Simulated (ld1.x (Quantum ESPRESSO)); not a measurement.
Logarithmic derivatives: zirconium, TM

- Element: Zr (Z = 40)
- Generator: ld1.x (Quantum ESPRESSO) 7.5
- Type: norm-conserving Troullier–Martins (Kleinman–Bylander form)
- Functional: PBE
- Relativity: scalar-relativistic
- Frozen core: [Ar] 3d10
- Valence charge: 12
- Reference configuration: 4s2 4p6 4d2 5s0 5p0 (charge +2)
- Partial waves: 4s (bound): rc 1.55 bohr; 4p (bound): rc 1.75 bohr; 4d (bound): rc 1.55 bohr
- Local potential: all-electron potential smoothed inside 1.30 bohr (lloc = -1)
- Core correction: Bessel-smoothed model core inside 1.45 bohr

The phase is arctan(r·u′/u) with u = r·R(r), unwrapped; energies in Ry, scanned from -7 to 5 Ry. A pole is an energy at which the radial function vanishes at the test radius. The pseudo phase is shifted by a multiple of π to meet the all-electron one at the reference energy, and phase errors are pseudo minus all-electron; the curves can meet again beyond the range given. Levels narrower than the energy grid can be missing from the lists of poles.

Task: For each channel, where are the poles, and over which energies does the pseudopotential scatter like the atom?

Result:

```json
{"channel": "s", "radius (bohr)": "1.90", "reference energy (Ry)": "-5.07", "poles, all-electron": "-4.21", "poles, pseudo": "-4.23, 0.59", "unbroken range about the reference energy with phases within 0.05 rad": "below -1.7", "phase error 1 Ry above the reference energy (rad)": "-0.003"}
{"channel": "p", "radius (bohr)": "1.90", "reference energy (Ry)": "-3.45", "poles, all-electron": "-2.15", "poles, pseudo": "-2.16", "unbroken range about the reference energy with phases within 0.05 rad": "below 1.2", "phase error 1 Ry above the reference energy (rad)": "-0.002"}
{"channel": "d", "radius (bohr)": "1.90", "reference energy (Ry)": "-1.27", "poles, all-electron": "1.26", "poles, pseudo": "1.22", "unbroken range about the reference energy with phases within 0.05 rad": "below 4.6", "phase error 1 Ry above the reference energy (rad)": "-0.002"}
```

Phases in the p channel:

```
E (Ry)  all-electron  pseudo
 -7.00         1.275   1.274
 -6.48         1.241   1.240
 -5.96         1.192   1.191
 -5.44         1.113   1.111
 -4.92         0.961   0.957
 -4.40         0.565   0.560
 -3.88        -0.485  -0.487
 -3.36        -1.192  -1.192
 -2.84        -1.432  -1.433
 -2.32        -1.544  -1.547
 -1.80        -1.613  -1.617
 -1.28        -1.663  -1.669
 -0.76        -1.705  -1.714
 -0.24        -1.744  -1.758
  0.28        -1.785  -1.805
  0.80        -1.830  -1.863
  1.32        -1.885  -1.941
  1.84        -1.957  -2.059
  2.36        -2.059  -2.270
  2.88        -2.221  -2.705
  3.40        -2.501  -3.451
  3.92        -2.986  -4.024
  4.44        -3.575  -4.301
  4.96        -3.987  -4.446
```
